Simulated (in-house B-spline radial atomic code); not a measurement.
A fraction x of an electron is removed from 3s in the sulfur ion S⁺, starting from [Ne] 3s2 3p3 and keeping the highest spin. Level of theory: scalar-relativistic (X2C) AM05, spin-polarised, spherical fractional occupations, Fermi nucleus of rms radius 3.2611 fm; calculated with an all-electron radial atomic-structure program (B-spline basis).

| x | E(x) - E(0) (eV) | 3s down level (eV) |
| --- | --- | --- |
| 0 | 0.0000 | -25.257 |
| 0.17 | 4.4401 | -26.980 |
| 0.28 | 7.4692 | -28.094 |
| 0.44 | ? | ? |
| 0.5 | ? | ? |
| 0.59 | 16.6634 | -31.216 |
| 0.69 | 19.8348 | -32.212 |
| 0.81 | 23.7714 | -33.396 |
| 0.91 | 27.1597 | -34.365 |
| 1 | 30.2894 | - |

Q: What belongs in the row x = 0.44?

A: An energy change of 12.0937 eV; 3s down at -29.711 eV.

Q: What belongs in the row x = 0.5?

A: An energy change of 13.8945 eV; 3s down at -30.314 eV.

Q: Check Janak's theorem between x = 0.17 and 0.28.

A: The slope of the energy is 27.54 eV; the orbital levels give 27.54 eV (-ε of the emptying orbital, averaged over the two points).
